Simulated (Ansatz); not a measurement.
One change: `CS[SiH2][SiH3]` becomes `C[Te][SiH2][SiH3]`.

Ansatz, PBE0-D4/def2-TZVP geometries, multiplicity 1. Each molecule was computed in one conformer, which needn't be the lowest.

Elements past krypton have def2 core potentials.

| property | `CS[SiH2][SiH3]` |
| --- | --- |
| HOMO–LUMO gap (PBE/def2-TZVPP) / eV | 4.72 |
| HOMO energy (B3LYP/def2-TZVPP) / eV | -6.71 |
| HOMO energy (ωB97M-V/def2-TZVPP) / eV | -9.14 |
| HOMO energy (PBE/def2-TZVPP) / eV | -5.74 |
| HOMO energy (PBE0/def2-TZVPP) / eV | -6.94 |
| HOMO–LUMO gap (ωB97M-V/def2-TZVPP) / eV | 10.75 |

Q: Give the same properties after the change, and the shifts. (Best estimate.)

A: Ansatz gave: 
```tsv
property	`C[Te][SiH2][SiH3]`	shift
HOMO–LUMO gap (PBE/def2-TZVPP) / eV	3.43	-1.29
HOMO energy (B3LYP/def2-TZVPP) / eV	-5.89	0.82
HOMO energy (ωB97M-V/def2-TZVPP) / eV	-8.15	0.99
HOMO energy (PBE/def2-TZVPP) / eV	-5.11	0.63
HOMO energy (PBE0/def2-TZVPP) / eV	-6.10	0.84
HOMO–LUMO gap (ωB97M-V/def2-TZVPP) / eV	8.96	-1.79
```

With PBE0 the HOMO rises by 0.84 eV and the LUMO falls by 0.74 eV, so the gap narrows by about 1.58 eV. PBE moves the HOMO by 0.63 eV and ωB97M-V by 0.99 eV.

B3LYP here is the variant with VWN-RPA as its local correlation; programs differ in this.

Spin–orbit coupling is left out; it splits and shifts lone-pair levels of the heavy atoms by tenths of an eV.
